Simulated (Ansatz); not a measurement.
Consider the ligand exchange at the Si–S bond: `C[SiH2]S[SiH2]Cl` + `B[SeH]` → `B[Se][SiH2]C` + `S[SiH2]Cl`.

Calculated with Ansatz (gas phase, PBE0-D4/def2-TZVP geometries, no zero-point term in ΔE). CBS: MP2 limit from def2 TZ/QZ plus the TZ coupled-cluster correction, frozen cores. DFT in def2-TZVPP. B3LYP here is the variant with VWN-RPA as its local correlation; programs differ in this. For Se outer-core shells are correlated without core-valence functions, which leaves a few kJ/mol of doubt a bond. Scalar relativity is left out up to krypton. Each species was taken in one conformer, which may not be the lowest.

`C[SiH2]S[SiH2]Cl`:

Z-matrix (Å, degrees):
```
C
Si 1 1.861
H 1 1.092 2 110.6
H 1 1.092 2 110.5 3 -119.9
H 1 1.093 2 110.4 3 120.1
S 2 2.151 1 111.6 3 60.7
H 2 1.484 1 111.5 3 179.5
H 2 1.491 1 110.7 3 -59.0
Si 6 2.121 2 94.3 1 -94.5
Cl 9 2.050 6 108.2 2 165.3
H 9 1.483 6 110.9 2 47.0
H 9 1.480 6 111.7 2 -76.3
```

`B[SeH]`:

Cartesian coordinates in Å:
```
B -0.189 -0.608 0.042
Se 0.002 1.167 0.689
H 0.227 -0.918 -1.028
H -0.744 -1.367 0.773
H 0.705 1.726 -0.476
```

`B[Se][SiH2]C`:

Z-matrix (Å, degrees):
```
Si
Se 1 2.302
C 1 1.863 2 110.9
H 1 1.486 2 105.8 3 120.7
H 1 1.485 2 108.2 3 -122.3
B 2 1.907 1 97.4 3 67.8
H 3 1.092 1 110.7 2 59.5
H 3 1.092 1 110.5 2 -60.5
H 3 1.093 1 110.3 2 179.7
H 6 1.193 2 121.0 1 0.9
H 6 1.192 2 117.0 1 -179.2
```

`S[SiH2]Cl`:

Z-matrix (Å, degrees):
```
Si
Cl 1 2.054
S 1 2.120 2 112.9
H 1 1.478 2 108.5 3 -116.6
H 1 1.479 2 106.5 3 122.3
H 3 1.344 1 94.3 2 70.4
```

Question: Is it downhill or uphill in electronic energy at CCSD(T)/CBS, and by how much? (Best estimate.)

Answer: Computed: Uphill: ΔE = +3.9 kJ/mol.

Question: What do these levels give: PBE0-D4, B3LYP-D4, ωB97X-V, B2PLYP, PBE0, MP2/def2-TZVPP, SCS-MP2/def2-TZVPP, CCSD/def2-TZVPP, CCSD(T)/def2-TZVPP, HF/def2-QZVPP, MP2/def2-QZVPP, SCS-MP2/def2-QZVPP? (Estimate.)

Answer: The calculation gave: PBE0-D4 5.8, B3LYP-D4 4.8, ωB97X-V 5.8, B2PLYP 3.1, PBE0 4.1, MP2/def2-TZVPP 4.5, SCS-MP2/def2-TZVPP 3.9, CCSD/def2-TZVPP 3.6, CCSD(T)/def2-TZVPP 4.4, HF/def2-QZVPP 1.1, MP2/def2-QZVPP 4.3, SCS-MP2/def2-QZVPP 3.9 kJ/mol.

Largest T1 diagnostic among the species: 0.013.

In def2-TZVPP, CCSD(T) changes the Hartree–Fock value by +3.4 kJ/mol (the triples alone add +0.8 kJ/mol) and MP2 by +3.5 kJ/mol.
